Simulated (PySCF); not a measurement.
How methods differ on the ionisation energy of B²⁺

B²⁺ [He] 2s1 (2S) → B³⁺ 1s2 (1S), as a difference of total energies. Calculation: PySCF 2.14, in x2c-QZVPPall (7s4p3d2f1g, 57 functions); scalar relativity by spin-free X2C-1e. Correlated levels: valence and next inner shell: nothing frozen. The calculations carry no spin-orbit coupling.

```csv
method,ionisation energy (eV)
UHF,37.829
LDA,37.909
PBE,38.301
PBE0,38.241
r2SCAN,37.872
wB97M-V,38.082
HSE06,38.235
r2SCAN0,37.931
MP2 (valence and next inner shell),37.862
```

Task: Estimate what r2SCANh gives.

Result: 37.896 eV, closest to LDA among the rows shown.

Task: Estimate what SCS-MP2 (valence and next inner shell) gives.

Result: 37.860 eV, closest to MP2 (valence and next inner shell) among the rows shown.

Errors of the correlated levels include the incompleteness of this basis.

For comparison: 37.931 eV (measured; NIST Atomic Spectra Database, ionization energies).
